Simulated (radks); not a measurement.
Values are calculated unless marked as measured or tabulated.
The osmium ion Os3+, configuration [Xe] 4f14 5d5.

Level of theory: scalar-relativistic Kohn-Sham, SCAN, spin-polarised, spherical densities, finite nucleus; open shells are filled with parallel spins first (spin-orbit coupling, left out, can overturn this in heavy ions); meta-GGA in the generalised Kohn-Sham scheme; Fermi nuclear charge, rms radius 5.4126 fm (a radial shooting solver on a logarithmic mesh with Libxc functionals).

Energy parts (eV):
part                       energy
total                  -469436.92
kinetic                 520136.80
electron-nucleus      -1161055.24
Hartree                 180702.57
exchange-correlation     -9221.05

Orbitals (lengths in bohr, moments of r in powers of bohr; r(max) is where P^2 peaks):
orbital  occ.  eigenvalue (eV)      <r^2>   r(max)      <r>   <1/r>
1s up       1        -73970.28  0.0004336  0.01103  0.01774   90.43
1s down     1        -73970.27  0.0004336  0.01103  0.01774   90.43
2s up       1        -12935.28   0.006637  0.06334  0.07487   21.19
2s down     1        -12935.05   0.006637  0.06334  0.07487   21.19
2p up       3        -11264.89   0.005532  0.05219  0.06727   19.06
2p down     3        -11264.67   0.005532  0.05219  0.06727   19.06
3s up       1        -3045.667    0.04290   0.1785   0.1937   7.859
3s down     1        -3045.591    0.04290   0.1785   0.1937   7.859
3p up       3        -2552.196    0.04384   0.1772   0.1944   7.217
3p down     3        -2552.095    0.04384   0.1772   0.1944   7.217
3d up       5        -1999.744    0.03642   0.1446   0.1763   6.800
3d down     5        -1999.534    0.03642   0.1446   0.1763   6.800
4s up       1        -672.8086     0.2102   0.4049   0.4316   3.343
4s down     1        -672.3756     0.2102   0.4051   0.4317   3.342
4p up       3        -510.1949     0.2396   0.4250   0.4590   3.033
4p down     3        -509.7841     0.2394   0.4251   0.4589   3.033
4d up       5        -307.5646     0.2769   0.4346   0.4891   2.706
4d down     5        -307.0785     0.2763   0.4348   0.4887   2.707
5s up       1        -125.3982      1.147   0.9146    1.011   1.324
5s down     1        -121.8851      1.123   0.9087    1.001   1.340
5p up       3         -84.2515      1.532    1.036    1.165   1.126
4f up       7         -83.4210     0.3847   0.4062   0.5580   2.237
4f down     7         -82.6713     0.3761   0.4060   0.5532   2.248
5p down     3         -79.9406      1.494    1.027    1.150   1.145
5d up       5         -36.8121      2.912    1.316    1.590  0.8093

The highest occupied level is 5d up at -36.812 eV. The electron density at the nucleus is 1.788e+06 e/bohr^3 (large components only). The density falls to 0.001 e/bohr^3 at r = 3.35 bohr. Spin moment in Bohr magnetons: 5. The spin density at the nucleus is -28.32 e/bohr^3 (1s -0.50, 2s -0.81, 3s 0.24, 4s 4.18, 5s -31.42). Summed over all electrons, <r^2> = 36.62 bohr^2, which gives a Langevin (diamagnetic) susceptibility term of -29 x 10^-6 cm^3/mol.

Empty levels of this run are not shown, since the potential may be unsettled where no density lies.
